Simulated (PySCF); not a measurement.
Input of a response calculation (the driver script's job line, then coordinates in Å):

```
{"job": {"kind": "uv", "xc": "PBE0", "basis": "def2-SVPD", "nstates": 8, "ntriplets": 3}, "charge": 0, "multiplicity": 1}
Si     2.817255    -0.863156     0.033630
C      1.168839    -0.021132     0.023042
C      0.099116     0.547761     0.016640
Ge    -1.643471     1.315436     0.064853
P     -3.279555    -0.225800     0.543614
H      3.511618    -0.532722    -1.212327
H      2.576655    -2.306182     0.131603
H      3.562027    -0.383354     1.199656
H     -1.879185     1.979044    -1.268579
H     -1.606327     2.420880     1.090683
H     -2.812511    -1.109540    -0.421787
H     -2.513263    -0.821919     1.537663
```

Its output, with some lines taken out ([cut]):

```
coarse grid: 47904 points
cycle   1  E = -2787.0376393720  dE = -3.847e-01  |g| = 4.958e-01  |ddm| = 5.451e+00
cycle   2  E = -2787.0198772954  dE =  1.776e-02  |g| = 5.739e-01  |ddm| = 1.593e+00
cycle   3  E = -2787.0820261557  dE = -6.215e-02  |g| = 5.695e-02  |ddm| = 8.085e-01
cycle   4  E = -2787.0821431412  dE = -1.170e-04  |g| = 5.662e-02  |ddm| = 1.618e-01
cycle   5  E = -2787.0829573706  dE = -8.142e-04  |g| = 8.561e-03  |ddm| = 8.836e-02
cycle   6  E = -2787.0829807524  dE = -2.338e-05  |g| = 1.795e-03  |ddm| = 3.049e-02
cycle   7  E = -2787.0829816289  dE = -8.765e-07  |g| = 3.793e-04  |ddm| = 4.854e-03
final grid: 96912 points
cycle   8  E = -2787.0829346776  dE = -4.297e-08  |g| = 4.569e-04  |ddm| = 7.267e-03
cycle   9  E = -2787.0829346141  dE =  6.342e-08  |g| = 6.856e-04  |ddm| = 1.924e-03
cycle  10  E = -2787.0829347217  dE = -1.075e-07  |g| = 1.947e-04  |ddm| = 1.335e-03
cycle  11  E = -2787.0829347312  dE = -9.534e-09  |g| = 1.571e-05  |ddm| = 2.889e-04
cycle  12  E = -2787.0829347313  dE = -7.367e-11  |g| = 2.889e-06  |ddm| = 4.617e-05
converged SCF energy = -2787.0829347313

[cut]

Singlet excitations
state   eV       nm        f      main configurations
[cut]
  2   5.8101    213.4   0.08335   H->L 0.54, H-1->L+1 0.29
  3   5.8146    213.2   0.00372   H->L+1 0.46, H-1->L 0.39
[cut]
  5   6.5906    188.1   0.07304   H->L+2 0.81, H-2->L 0.12
[cut]
  7   6.8487    181.0   0.00584   H-2->L+1 0.74, H->L+1 0.17
  8   7.0173    176.7   0.00060   H-1->L+2 0.94

Triplet excitations (Tamm-Dancoff, eV): 4.5932 5.0056 5.0594
```

The calculation used TDDFT PBE0/def2-SVPD, vertical, gas phase, core orbitals frozen in the response (PySCF). The structure is a single GFN2-xTB conformer in the gas phase; no vibrational or solvent corrections. Relativistic effects, spin–orbit coupling among them, are left out although an element past zinc is present.

Question: What stood in the cut lines?

Answer: 
```
Static polarisability (au): isotropic 111.461, principal 83.888 99.895 150.600
  1   5.6236    220.5   0.00020   H-1->L 0.51, H->L+1 0.33, H-2->L+1 0.09
  4   6.4788    191.4   0.29962   H-2->L 0.32, H->L 0.31, H-1->L+1 0.17
  6   6.7714    183.1   0.00580   H->L+3 0.90
```

Question: What is the gap between the lowest singlet and the lowest triplet?

Answer: 5.6236 − 4.5932 = 1.0304 eV (full response against Tamm–Dancoff).

Question: What share of the summed oscillator strength falls to the strongest level in this window?

Answer: State 4 at 191 nm: 0.2996 of 0.4722, or 63%.

Question: Give the mean polarisability in Å³.

Answer: 111.46 au × 0.148185 = 16.52 Å³.

Question: Which species is it?

Answer: `[SiH3]C#[C][GeH2][PH2]` (C2H7GePSi).

The SCF starts on a coarse grid; the energy jumps when the final grid takes over, and dE counts afresh there. H and L stand for HOMO and LUMO.

Shape of the structure used: `[SiH3:1][C:2]#[C:3][GeH2:4][PH2:5]`: H–P5–Ge4–C3 -50°, H–P5–Ge4–C3 43°.
